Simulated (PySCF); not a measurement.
## How methods differ on the interval between two levels of Ba

Ba [Xe] 6s2 → Ba [Xe] 5d1 6s1 [3D3, M_J = 3], as a difference of total energies. All numbers are calculated (PySCF 2.14, the two-component X2C-1e Hamiltonian, in x2c-TZVPall-2c with one added diffuse shell each of s, p, d type (12s12p10d1f, 105 functions)). Correlated levels: [Kr] 4d10 frozen; the 24 highest virtual spinors dropped. "Screened" scales the spin-orbit matrix elements by Boettger's factors to mimic the two-electron term; Breit and QED terms are absent.

| method | interval between two levels (cm⁻¹) |
| --- | --- |
| GHF (screened spin-orbit) | 6921.2 |
| GMP2 (screened spin-orbit) | 12028 |

Errors of the correlated levels include the incompleteness of this basis and the frozen core.

The labels give the starting determinants; with spin-orbit coupling the two ends relaxed to ⟨J²⟩ = 0.00, ⟨L²⟩ = 0.04, ⟨S²⟩ = 0.04 and ⟨J²⟩ = 12.01, ⟨L²⟩ = 6.04, ⟨S²⟩ = 2.04.

For comparison: 9596.5 cm⁻¹ (measured; NIST Handbook of Basic Atomic Spectroscopic Data (Sansonetti and Martin, J. Phys. Chem. Ref. Data 34, 1559 (2005))).
